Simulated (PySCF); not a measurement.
AlH₃, SMILES [AlH3]. Coordinates come from a B3LYP-D3(BJ)/def2-TZVPD optimisation. The isomer is the one that the SMILES or the coordinates give; other isomers of the formula were not compared.

TDDFT-PBE/def2-TZVPD (PySCF 2.14.0) puts the lowest singlet excitations at 4.88, 4.88, 7.40, 7.40, 7.74, 7.74 eV and the lowest triplet (TDA) at 4.42 eV.

### Question
What are the lowest singlet roots from EOM-CCSD/aug-cc-pVDZ in PySCF 2.14.0? (Estimate from the structure and the level; the computed values follow.)

### Answer
5.53, 5.53, 8.40, 8.45, 8.45, 8.82 eV; triplets 5.16, 5.16, 7.58 eV. S1 differs by 0.65 eV (second minus first; roots are paired by order, and the bases may differ).
